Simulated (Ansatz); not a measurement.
Reaction (ligand exchange at a B–Cl bond): `OB(O)Cl` + H₂Te → `OB(O)[TeH]` + HCl

Calculated with Ansatz (gas phase, PBE0-D4/def2-TZVP geometries, no zero-point term in ΔE). CCSD(T)/CBS is the MP2 limit (def2-TZVPP, def2-QZVPP) plus CCSD(T) − MP2 in def2-TZVPP, frozen cores. This one scheme is used for every species. DFT in def2-TZVPP. B3LYP here is the variant with VWN-RPA as its local correlation; programs differ in this. def2 core potentials past Kr. For Te outer-core shells are correlated without core-valence functions, which leaves a few kJ/mol of doubt a bond. One conformer a species, not always the lowest.

| level | ΔE (kJ/mol) |
| --- | --- |
| BLYP-D4 | 52.0 |
| r2SCAN | 54.4 |
| B3LYP | 58.8 |
| MP2/def2-QZVPP | 45.6 |

Task: What does CCSD(T)/CBS give? (An estimate is asked.)

Result: The calculation gave: +48.1 kJ/mol. The listed levels differ from it by 3.9, 6.3, 10.7, -2.5 kJ/mol.

Largest T1 diagnostic among the species: 0.012.

Leaving LDA and LC-ωPBE aside and taking each functional with its dispersion term where it has one, the values, not all of them listed here, spread over 16.0 kJ/mol, from revPBE-D4 to B97M-V. At CCSD(T), def2-SVP lies +23.2 kJ/mol from the extrapolated value and def2-TZVPP +4.3 kJ/mol.
